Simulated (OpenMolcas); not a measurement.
**Ni2+, Pd2+, Pt2+: d8 down the group**

```
Program             : OpenMolcas 26.06
Method              : CASSCF
Basis               : ANO-R2
Scalar Hamiltonian  : X2C, finite nucleus
Spin-orbit coupling : RASSI with atomic mean-field integrals over the reference wave functions, term energies averaged over their components
```

Active space for each ion: 8 electrons in 5 orbitals (d).

Computed levels in cm-1 above 3F4:

| Level | Ni2+ | Pd2+ | Pt2+ |
| --- | --- | --- | --- |
| 3F3 | 1358 | 3120 | 9869 |
| 3P2 | 20766 | 17779 | 17552 |
| 3P1 | 21156 | 17435 | 22840 |
| 3P0 | 21428 | 17765 | 21021 |
| 1G4 | 26577 | 21530 | 25824 |
| 1S0 | 64022 | 50372 | 55249 |
| weight of 3F in the lowest level (%) | 100 | 100 | 97 |

Mixed levels, with the weight of the term that names them: Pd2+ 3P2 (57 %), Pt2+ 3P2 (54 %).

Measured, with the error of the calculation in %. Measured levels: Ni2+ from Corliss and Sugar, J. Phys. Chem. Ref. Data 10, 197 (1981); Pd2+ from Moore, Atomic Energy Levels, vol. III, NSRDS-NBS 35 (1971 reprint of NBS Circular 467, 1958); Pt2+ from NIST levels as listed in McCann et al., Mon. Not. R. Astron. Soc. 538, 537 (2025).

```
Level           Ni2+           Pd2+           Pt2+
  3F3    1361 (-0.2)    3230 (-3.4)    9752 (+1.2)
  3P2  16662 (+24.6)  14634 (+21.5)               
  3P1  16978 (+24.6)  13470 (+29.4)  16782 (+36.1)
  3P0  17231 (+24.4)  13699 (+29.7)  14939 (+40.7)
  1G4  23109 (+15.0)  17880 (+20.4)  21331 (+21.1)
  1S0  52532 (+21.9)
```

The fine-structure level 3F3 changes by a factor of 7.27 from Ni2+ to Pt2+.

Without spin-orbit coupling 3P lies 19798, 14315, 12971 cm-1 above 3F in that order; the difference to the level 3P2, of either sign, comes from spin-orbit coupling, which also lowers the zero.

Without dynamic correlation excited terms often stand tens of per cent too high (terms of higher spin than the ground term too low), and those without a measured partner can miss by more than the paired ones. Levels of configurations with an s electron are missing; early in the row they begin among the upper levels of the d shell and mix with terms of their name (holds for Pd2+). Configurations with an s electron lie low in 5d ions of this charge, fall among these levels and mix in, so low-spin terms can stand far too high, up to twice their true height, and weights are not those of the real levels (holds for Pt2+). Measured partners are found by configuration, term and J. A level has none where our copy of the source lacks it or the pairing is in doubt (some pairs that miss far off the trend of their configuration count as doubtful), and it then counts in no deviation. Only configurations of the active space appear.
